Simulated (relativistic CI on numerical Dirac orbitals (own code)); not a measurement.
Calculated at this level of theory: Dirac-Coulomb-Breit CI, separate exchange-only KLI orbitals for each configuration, QED by a radiative potential, unscaled Slater integrals (own radial code, finite nucleus).

The strongest absorption lines from the ground level of an ion, among the configurations computed and to levels below about 3780 eV (vacuum wavelength in Å, gf): 3.6237 (0.66), 3.7246 (0.95), 3.7262 (0.91), 3.7336 (3.1), 3.7362 (1.2), 3.7566 (0.57), 3.8908 (3.5), 3.9045 (1.2).

(1) Which ion is it?
A. Rh39+
B. Rh37+
C. Mo34+
D. Cd40+

## Answers

(1) B. Rh37+ has 8 electrons and the ground level 2s2 2p4 3P_2; the strongest line goes to 2s2 2p3 3d 3D°_3. The pattern of lines fixes the number of electrons, and along that sequence the line energies rise steadily with the charge (about as its square where n changes within one kind of shell, about linearly where n is kept but much faster in heavy ions where fine structure, which grows about as Z⁴, sets the gap, and irregularly where shells cross), which fixes Z. Configurations outside the model, such as inner-shell arrays, can give stronger lines. At this charge energies of transitions that change n are usually good to better than 1 %, and those within a shell (Δn = 0) to a few per cent.

LS names give the leading component of a level, which can be under half, so a name can repeat, a term be missing and a line seem to break the LS rules.
